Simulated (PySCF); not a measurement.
An element was calculated at PBE (PySCF 2.14, ECP, a double-zeta basis, no spin-orbit coupling), in the ground configurations that NIST lists.

```
electron affinity          : 0.486 eV
first ionisation energy    : 7.513 eV
second ionisation energy   : 16.442 eV
third ionisation energy    : 27.319 eV
polarisability of the atom : 71.7 bohr³
```

Question: Which element is it?

Answer: Molybdenum (Mo, Z = 42), in aug-cc-pVDZ-PP with ECP28MDF. NIST lists 7.092, 16.16 ± 0.12, 27.13 ± 0.12 eV for these ionisation energies.
